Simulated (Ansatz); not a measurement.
Steps of a relaxation of ClI3Ti, SMILES `[Cl][Ti]([I])([I])[I]` with RKS PBE0-D4/def2-TZVP.

```sh
$ ansatz run in.yaml --threads 4 --pin off --events-out ev --progress --plain --max-ram 11315MiB
```

```yaml
crystal:
  periodic: [false, false, false]
  atoms:
    - {symbol: Cl, position_ang: [-0.641990, -0.176380, 2.152690]}
    - {symbol: Ti, position_ang: [-0.043640, -0.012230, 0.147110]}
    - {symbol: I, position_ang: [2.019770, -1.563680, -0.365610]}
    - {symbol: I, position_ang: [-1.985910, -0.705060, -1.489470]}
    - {symbol: I, position_ang: [0.651760, 2.457350, -0.444710]}
basis:
  gaussian: {orbitals: def2-TZVP}
hamiltonian: {xc: pbe0, dispersion: d4}
relax: {f_tol: 0.005, max_steps: 150}
```

Positions (Å) and forces (eV/Å) along the path, 5 of 5 steps:

```xyz
5
step=1 energy=-59939.7104 eV
Cl   -0.642   -0.176    2.153   -0.272   -0.075    0.912
Ti   -0.044   -0.012    0.147    0.630    0.179   -2.122
I     2.020   -1.564   -0.366   -0.803    0.588    0.249
I    -1.986   -0.705   -1.489    0.728    0.261    0.680
I     0.652    2.457   -0.445   -0.283   -0.953    0.281
5
step=2 energy=-59939.8744 eV
Cl   -0.631   -0.173    2.116   -0.087   -0.024    0.292
Ti   -0.019   -0.005    0.064   -0.095   -0.026    0.318
I     1.927   -1.494   -0.344    0.474   -0.359   -0.111
I    -1.898   -0.674   -1.417   -0.450   -0.160   -0.370
I     0.621    2.346   -0.419    0.158    0.569   -0.129
5
step=3 energy=-59939.9137 eV
Cl   -0.636   -0.175    2.133    0.039    0.011   -0.132
Ti   -0.018   -0.005    0.062   -0.064   -0.017    0.215
I     1.960   -1.522   -0.342    0.016   -0.005   -0.026
I    -1.935   -0.687   -1.435   -0.002   -0.001   -0.031
I     0.630    2.389   -0.419    0.010    0.013   -0.026
5
step=4 energy=-59939.9152 eV
Cl   -0.637   -0.175    2.137   -0.007   -0.002    0.023
Ti   -0.022   -0.006    0.075    0.001    0.000   -0.003
I     1.959   -1.519   -0.348    0.001    0.001   -0.007
I    -1.930   -0.685   -1.439    0.003    0.001   -0.006
I     0.630    2.385   -0.425    0.002   -0.001   -0.007
5
step=5 energy=-59939.9153 eV
Cl   -0.639   -0.175    2.142   -0.001    0.000    0.002
Ti   -0.024   -0.006    0.079    0.000    0.000   -0.002
I     1.958   -1.517   -0.352    0.000    0.000    0.000
I    -1.926   -0.684   -1.441    0.000    0.000    0.000
I     0.631    2.382   -0.428    0.000    0.000    0.000
```

Hardware: 4 threads of an Intel Xeon 6975P-C on a shared host. Wall time 30 s, peak host memory 1.1 GiB.
